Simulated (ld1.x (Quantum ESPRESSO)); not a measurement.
**Configuration tests for aluminium (TM)**

ld1.x (Quantum ESPRESSO) 7.5 input, shortened:

```
&input
   title='Al', zed=13., rel=0, dft='PZ', iswitch=3,
   config='[Ne] 3s1 3p0 3d-2'
 /
 &inputp
   pseudotype=2, tm=.true., lloc=2,
   nlcc=.true., new_core_ps=.true.
 /
3
3S  1  0   1.00   0.00  1.50  1.50  0.0
3P  2  1   0.00   0.00  2.35  2.35  0.0
3D  3  2  -2.00   0.35  2.50  2.50  0.0
 &test
   configts(1)='3s1 3p0'
 /
```

Energies are relative to the spin-unpolarised reference configuration 3s1 3p0; without spin polarisation the order of configurations can differ from experiment. Spin-polarised rows fill each open shell by Hund’s rule, majority spin first.

```json
{"valence configuration": "3s2 3p1", "charge": "0", "ΔE all-electron (eV)": "-25.199", "error AE − PS (meV)": "+36"}
{"valence configuration": "3s2 3p0.5", "charge": "+0.5", "ΔE all-electron (eV)": "-23.070", "error AE − PS (meV)": "+25"}
{"valence configuration": "3s2 3p1.3", "charge": "-0.3", "ΔE all-electron (eV)": "-25.799", "error AE − PS (meV)": "+40"}
{"valence configuration": "3s1 3p2", "charge": "0", "ΔE all-electron (eV)": "-20.077", "error AE − PS (meV)": "+29"}
{"valence configuration": "3s0 3p3", "charge": "0", "ΔE all-electron (eV)": "-14.764", "error AE − PS (meV)": "+21"}
{"valence configuration": "3s1 3p1", "charge": "+1", "ΔE all-electron (eV)": "-13.562", "error AE − PS (meV)": "+12"}
{"valence configuration": "3s2 3p1 (spin-polarised)", "charge": "0", "ΔE all-electron (eV)": "-25.335", "error AE − PS (meV)": "+38"}
```

Q: What are ΔE and the potential's error for 3s2 3p0?

A: ΔE = -19.343 eV all-electron; the error (AE − PS) is +12 meV.

Q: What are ΔE and the potential's error for 3s1 3p0 (spin-polarised)?

A: ΔE = -0.427 eV all-electron; the error (AE − PS) is -0.1 meV.

Levels in the configuration 3s2 3p1.3:

```tsv
level	all-electron (eV)	pseudo (eV)
3s	-6.058	-6.078
3p	-1.238	-1.249
```
